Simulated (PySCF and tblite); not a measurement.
Values are calculated unless marked as measured or tabulated.
C8H12O, numbered as in [CH:1]#[C:2][C@@H:3]1[CH2:4][CH2:5][CH2:6][O:7][CH2:8][CH2:9]1.

Conformers came from 60 starts (ETKDG, MMFF94s, GFN2-xTB); geometries are GFN2-xTB. Weights use CAM-B3LYP-D3(BJ)/pcSseg-1 (IEF-PCM, acetone) energies plus GFN2-xTB zero-point and thermal terms (modes under about 100 cm⁻¹ blended into free rotors). Symmetry numbers and mirror images are counted. Conformers within 3 kcal/mol (GFN2-xTB free energy) were kept, 9 at most. GIAO shieldings: CAM-B3LYP/pcSseg-1 (IEF-PCM, acetone). Shifts are against TMS (¹H), TMS (¹³C) at the same level; of two unlike H on one atom, a is the less shielded. Codes: tblite and PySCF.

(1) What shifts does this protocol give at 298.15 K under fast conformational exchange?

(2) How do the conformers differ?

(3) Which signal moves most, for its nucleus, between 180 and 400 K through the change of populations alone?

Shifts are unscaled: against experiment ¹³C can be off by 15 ppm or more and ¹H by 0.8 ppm. For its torsions the set is small; conformers may be missing.

Answers

(1) ¹H: 3.98 (H8a, 1H), 3.90 (H6a, 1H), 3.84 (H6b, 1H), 3.77 (H8b, 1H), 2.63 (H3, 1H), 2.01 (H5a, 1H), 1.95 (H9a, 1H), 1.91 (H4a, 1H), 1.87 (H1, 1H), 1.81 (H9b, 1H), 1.75 (H4b, 1H), 1.67 (H5b, 1H) ppm. ¹³C: 98.1 (C2), 77.4 (C1), 73.2 (C6), 70.7 (C8), 43.2 (C9), 37.0 (C4), 33.1 (C5), 32.4 (C3) ppm.

(2) The 7-ring runs over atoms 3–4–5–6–7–8–9.
```tsv
conformer	shape	weight %
1	7-ring puckered (ring torsions 86, -34, -48, 96, -73, 54, -73°)	36.6
2	7-ring puckered (ring torsions -86, 36, 47, -96, 73, -53, 71°)	23.4
3	7-ring puckered (ring torsions 54, -72, 96, -48, -34, 86, -74°)	20.2
4	7-ring puckered (ring torsions -56, 76, -93, 42, 38, -83, 70°)	11.3
5	7-ring puckered (ring torsions -84, 74, -60, 78, -90, 39, 36°)	2.4
```

Not shown: 4 more, 6.2 % in all.

```csv
signal,1,2,3,4,5,average
H1,1.86,1.86,1.88,1.96,1.85,1.87
H3,2.25,3.05,2.53,3.06,2.77,2.63
H4a,1.97,1.74,2.12,1.46,2.07,1.91
H4b,1.76,1.85,1.47,1.97,2.14,1.75
H5a,1.86,2.57,1.63,2.13,1.93,2.01
H5b,1.78,1.61,1.61,1.57,1.53,1.67
H6a,4.00,3.85,4.00,3.46,3.49,3.90
H6b,3.88,4.00,3.43,4.03,4.26,3.84
H8a,4.03,3.75,3.99,4.24,4.09,3.98
H8b,3.46,3.94,3.96,4.04,3.43,3.77
H9a,1.96,1.82,2.03,2.00,2.28,1.95
H9b,1.67,1.71,2.07,1.90,1.93,1.81
C1,76.2,79.2,76.2,80.7,75.9,77.4
C2,98.9,97.0,99.6,94.2,100.4,98.1
C3,35.6,31.8,28.7,30.3,29.2,32.4
C4,36.0,31.3,43.2,39.1,39.2,37.0
C5,33.6,28.7,36.9,34.3,31.6,33.1
C6,73.4,73.0,72.1,71.7,79.6,73.2
C8,70.7,68.3,72.5,70.9,72.6,70.7
C9,45.4,43.4,43.1,37.1,43.6,43.2
```

(3) H3: 2.58 ppm at 180 K, 2.60 ppm at 230 K, 2.63 ppm at 298.15 K, 2.63 ppm at 330 K, 2.65 ppm at 400 K.
